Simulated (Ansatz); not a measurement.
Ansatz (a quantum-chemistry and plane-wave program) input:

Ansatz 0.2 input:
```yaml
crystal:
  periodic: [false, false, false]
  atoms:
    - {symbol: C, position_ang: [2.77616163, 0.31506577, 0.60664913]}
    - {symbol: C, position_ang: [1.48679175, 0.70505045, -0.11000687]}
    - {symbol: C, position_ang: [0.50044226, -0.46052923, -0.22882614]}
    - {symbol: C, position_ang: [-0.75577904, -0.08482832, -0.98636312]}
    - {symbol: C, position_ang: [-1.96883042, -0.08565058, -0.49905318]}
    - {symbol: C, position_ang: [-2.70199203, -0.38278692, 0.73448850]}
    - {symbol: H, position_ang: [3.46175583, 1.16109360, 0.68121114]}
    - {symbol: H, position_ang: [2.57144713, -0.03772224, 1.62043515]}
    - {symbol: H, position_ang: [3.29368606, -0.48796003, 0.07628498]}
    - {symbol: H, position_ang: [0.99930535, 1.52871545, 0.41898870]}
    - {symbol: H, position_ang: [1.71942894, 1.08065244, -1.11126882]}
    - {symbol: H, position_ang: [0.24157218, -0.82494142, 0.76838452]}
    - {symbol: H, position_ang: [0.99235984, -1.29150501, -0.74737966]}
    - {symbol: H, position_ang: [-0.59886121, 0.22509733, -2.01955893]}
    - {symbol: H, position_ang: [-2.02291840, -0.70922923, 1.53516525]}
    - {symbol: H, position_ang: [-3.24239954, 0.49534805, 1.09690899]}
    - {symbol: H, position_ang: [-3.43614092, -1.17747585, 0.57949888]}
basis:
  gaussian:
    orbitals: cc-pVTZ-DK
magnetization: {spin_polarized: true, initial_magnetization: 1}
correlation: {method: ccsd_t, electrons: outside_noble_gas}
```

Question: Predict the final energy.

Answer: -234.80961 Eh (X2C-CCSD(T)/cc-pVTZ-DK). The basis has 334 functions.

It need not be the lowest isomer of its formula.

The determinant is spin-contaminated: <S^2> is 0.91 against 0.75 for a pure state.
